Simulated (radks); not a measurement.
Results of a calculation; reference values are marked as such.
Neutral caesium is in [Xe] 6s1. Level of theory: scalar-relativistic Kohn-Sham, LDA (Slater exchange, Perdew-Wang correlation), spin-polarised, spherical densities, finite nucleus; Fermi nuclear charge, rms radius of each element as measured or else 0.836 A^(1/3) + 0.57 fm (a radial shooting solver on a logarithmic mesh with Libxc functionals). Open shells are filled with parallel spins first. One electron is removed from 6s, 5p, 5s, 4d in turn, with full relaxation. Which removal costs least, and what does each cost?

Answer. 6s 4.109 eV; 5p 17.735 eV; 5s 31.624 eV; 4d 82.639 eV. The 6s electron leaves first.
